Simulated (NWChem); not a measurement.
Species: SiHOBrF2; SMILES O[Si](F)(F)Br

```xyz
6

O      1.6134    -1.2061    -0.0106
Si     0.0451    -0.7790    -0.0004
F     -0.7126    -1.3783     1.2803
F     -0.7293    -1.3772    -1.2716
Br    -0.0921     1.3889     0.0008
H      1.8362    -2.1428    -0.0071
```
Atoms are numbered in this order, from 1.

Results from NWChem. The geometry was optimised at PBE0/def2-SVP. Level: PBE0/def2-SVP with SMD (1 M gas to 1 M solution), gas-phase geometry. Reactions with the solvent are ignored.

For solvent water:

```yaml
cavity-dispersion-structure term (kcal/mol): 1.9
dipole in solution (D): 2.09
```

Q: How do the values read with solvent n-hexane instead?

A: 
| Item | Result |
|---|---|
| cavity-dispersion-structure term (kcal/mol) | -2.0 |
| dipole in solution (D) | 1.83 |
